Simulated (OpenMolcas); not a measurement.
Lines of Ru2+: computed and rescaled rates

| Quantity | Value |
| --- | --- |
| Program | OpenMolcas |
| Method | MS-CASPT2, IPEA 0.25 Eh, imaginary shift 0.1 Eh (closed shells correlated: 4s 4p) |
| Basis | ANO-R3 [8s6p5d3f2g1h] |
| Scalar Hamiltonian | X2C, finite nucleus |
| Active space | 6 electrons in 5 orbitals (4d) |
| State averaging | 2S+1 = 5 even, 5 roots; 2S+1 = 3 even, 45 roots; 2S+1 = 1 even, 50 roots |
| Spin-orbit coupling | RASSI with atomic mean-field integrals over the reference wave functions, term energies averaged over their components |

Rates come from the transition moments of the reference wave functions (E1 and E2 in the length form). At fixed line strength A goes as λ^-3 for E1 and M1 and as λ^-5 for E2, so a rate at the computed wavelength can be rescaled to the measured one. Measured vacuum wavelengths follow from level energies in Moore, Atomic Energy Levels, vol. III, NSRDS-NBS 35 (1971 reprint of NBS Circular 467, 1958). Branching counts decays inside the model space alone, at computed energies, and the table is only a selection of the M1 lines, drawn from those between levels with measured partners whose computed energy lies within a factor of 1.5 of the measured one.

```
  Upper    Lower  Type  λ computed (nm)  λ measured (nm)  A computed (s-1)  A rescaled (s-1)  Branching %
4d6 5D3  4d6 5D4    M1             8509             8630          5.61e-02          5.38e-02        100.0
4d6 5D2  4d6 5D3    M1            14460            14980          2.11e-02          1.90e-02        100.0
4d6 5D1  4d6 5D2    M1            22060            22730          8.68e-03          7.93e-03        100.0
4d6 5D0  4d6 5D1    M1            45990            47690          1.64e-03          1.47e-03        100.0
```

The largest correction is for 4d6 5D0 → 4d6 5D1 (M1): 1.64e-03 × (45990 / 47690)^3 = 1.47e-03 s-1, a factor of 0.90.

The computed rate and branching of 4d6 5D3 → 4d6 5D4 give the upper level a radiative lifetime of 1.000 / 5.61e-02 s-1 = 1.78e+01 s, counting decays inside the model space alone. The rescaled rate gives about 1.9e+01 s.

These are rates of the free ion; in crystals, glasses and complexes forced electric-dipole and non-radiative decay shorten such lifetimes by orders of magnitude. No measured rate stands beside these. Rescaling mends the energy factor alone: line strengths can still be far off where a level mixes with configurations outside the active space, and weak or spin-changing lines hang on small mixing coefficients that depend on the term gaps too, so rescaling need not improve them.

CASPT2 does not keep the components of a term degenerate, so their means are used; among the terms shown or strongly mixed into the levels shown the widest spread is 22 cm-1 (4d6 5D). Levels of configurations with an s electron are missing; early in the row they begin among the upper levels of the d shell and mix with terms of their name. Computed and measured levels are paired by configuration, term and J; levels that our copy of the source lacks, or whose pairing is in doubt (as where it misses far off the trend of its configuration), stay unpaired. Only configurations of the active space appear.
